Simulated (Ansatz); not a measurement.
CH6AlBO, SMILES `B[CH2][AlH][OH]` at its PBE0-D4/def2-TZVP geometry, where that method's forces vanish. Charge 0, multiplicity 1.

```xyz
10

B    -1.6460    0.1521   -0.0242
C    -0.4740    0.0275   -0.9668
Al    0.9998   -0.4268    0.2638
O     1.8224    0.8822    0.9540
H    -1.9149    1.2027    0.4872
H    -2.2698   -0.8205    0.3056
H    -0.1084    0.9421   -1.4426
H    -0.4624   -0.8377   -1.6377
H     1.4713   -1.9119    0.5343
H     2.5820    0.7903    1.5265
```

(1) What forces (eV/Å) does r2SCAN-D4/def2-TZVPP give on these atoms in the Gaussian-basis code of Ansatz? (Best estimate.)

## Answers

(1) Computed: 
```
B1  -0.034  0.003  0.034
C2   0.008  0.005 -0.002
Al3 -0.009 -0.060 -0.020
O4  -0.015  0.016 -0.007
H5   0.011 -0.031 -0.016
H6   0.021  0.028 -0.009
H7   0.003 -0.010  0.002
H8   0.006  0.009  0.005
H9  -0.017  0.027 -0.007
H10  0.026  0.014  0.021
```
